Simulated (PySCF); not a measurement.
Start geometry of `C=C[SiH2]C(=C)C` from GFN2-xTB (Å):
```
atom  x, y, z in Å
C1     2.451    1.359    0.546
C2     1.364    0.844    1.098
Si3    0.643   -0.852    0.699
C4    -1.082   -0.593   -0.038
C5    -2.175   -1.112    0.504
C6    -1.156    0.244   -1.281
H7     3.020    0.817   -0.192
H8     2.827    2.340    0.798
H9     0.835    1.440    1.834
H10    1.501   -1.530   -0.282
H11    0.543   -1.649    1.928
H12   -3.157   -0.958    0.082
H13   -2.137   -1.716    1.395
H14   -0.565   -0.213   -2.074
H15   -0.739    1.233   -1.092
H16   -2.182    0.354   -1.628
```

Problem. What comes out of this run: PySCF, PBE0-D3(BJ)/def2-SVP geometry optimisation, gas phase?

Solution. 
```
atom  x, y, z in Å
C1     2.3553    1.4610    0.6698
C2     1.2478    0.9709    1.2393
Si3    0.4941   -0.6836    0.7902
C4    -1.1968   -0.4429   -0.0011
C5    -2.2818   -0.9914    0.5638
C6    -1.2723    0.3844   -1.2520
H7     2.9106    0.8987   -0.0901
H8     2.7633    2.4430    0.9355
H9     0.7390    1.5867    1.9938
H10    1.4291   -1.3492   -0.1741
H11    0.3297   -1.5434    2.0034
H12   -3.2822   -0.8603    0.1312
H13   -2.2205   -1.5930    1.4762
H14   -0.6743   -0.0674   -2.0617
H15   -0.8549    1.3917   -1.0865
H16   -2.3073    0.4934   -1.6115
```

The energy falls by 1.9 kcal/mol over 5 energy and gradient evaluations, the largest force component goes from 0.0163 to 1.5e-04 Eh/bohr, and the atoms move by 0.055 Å rms after alignment. The bond that changes most is Si3–H10 (SiH2 silicon to Si–H hydrogen), which lengthens by 0.030 Å. Bonds longer at the end by more than 0.005 Å: 12 of 15; shorter: 2. Among the angles that change most is Si3–C4–C5, from 122.6° to 119.8°. Rotational constants go from 5029, 1650, 1405 to 5021, 1640, 1393 MHz. The orientation of the end geometry is arbitrary; only internal coordinates are fixed.

The run used 138 basis functions and 31 SCF cycles in all. Hardware: x86-64 server, one thread, on a shared host. Cost: 43 s wall.

PBE0-D3(BJ)/def2-SVP frequencies: not computed here. One conformer, not necessarily the lowest.
